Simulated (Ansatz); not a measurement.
`C=C(N)[SiH2][SiH3]` + H₂O → `O[SiH3]` + `C=C(N)[SiH3]` at 298.15 K and 1 bar (formal hydrolysis of the Si–Si bond).

Gas-phase electronic energies from Ansatz, PBE0-D4/def2-TZVP geometries. CCSD(T)/CBS adds triple-zeta CCSD(T) − MP2 to the extrapolated MP2 energy (def2 sets, frozen cores). This one scheme is used for every species. Each species was taken in one conformer, which may not be the lowest.

| species | CCSD(T)/CBS energy (Eh) | H − E (kJ/mol) | S (J/(mol·K)) |
| --- | --- | --- | --- |
| `C=C(N)[SiH2][SiH3]` | -714.34823 | 290.7 | 376.4 |
| H₂O | -76.37941 | 66.4 | 188.7 |
| `O[SiH3]` | -366.69042 | 113.6 | 257.8 |
| `C=C(N)[SiH3]` | -424.06738 | 239.3 | 314.6 |

H − E and S are ideal-gas, rigid-rotor, harmonic terms from PBE0-D4/def2-TZVP, for one conformer and one mirror image of each species. 1 Eh = 2625.50 kJ/mol, R = 8.31446 J/(mol·K).

**Question.** By hand: ΔE, ΔH, ΔS and ΔG.

**Answer.** ΔE = (-366.69042) + (-424.06738) − (-714.34823) − (-76.37941) = -0.03016 Eh = -79.2 kJ/mol. Δ(H − E) = 113.6 + 239.3 − 290.7 − 66.4 = -4.2, so ΔH = -83.4 kJ/mol. ΔS = 257.8 + 314.6 − 376.4 − 188.7 = 7.3 J/(mol·K). ΔG = -83.4 − 298.15 × (7.3)/1000 = -85.6 kJ/mol.

**Question.** By hand: the equilibrium constant, and the temperature at which ΔG would vanish if ΔH and ΔS stayed fixed.

**Answer.** log₁₀ K = −ΔG/(RT ln 10) = 15.0. ΔH and −TΔS have one sign here, so there is no such temperature.

The number of gas molecules stays the same, so ΔS is small and ΔH decides. A doubt of 5 kJ/mol in ΔE shifts log₁₀ K by 0.9 here. Other conformers and mirror images would add mixing entropy, several J/(mol·K) or more a flexible species. Modes under 60 cm⁻¹, often nearly free rotors, make the harmonic entropy too high. These are equilibria of isolated gas molecules and say nothing of rates. Largest T1 diagnostic: 0.013 (customary marks: 0.02 for closed shells, 0.045 for open ones).

ΔS is within the doubt of such terms, so its sign, and with it that verdict, could turn.
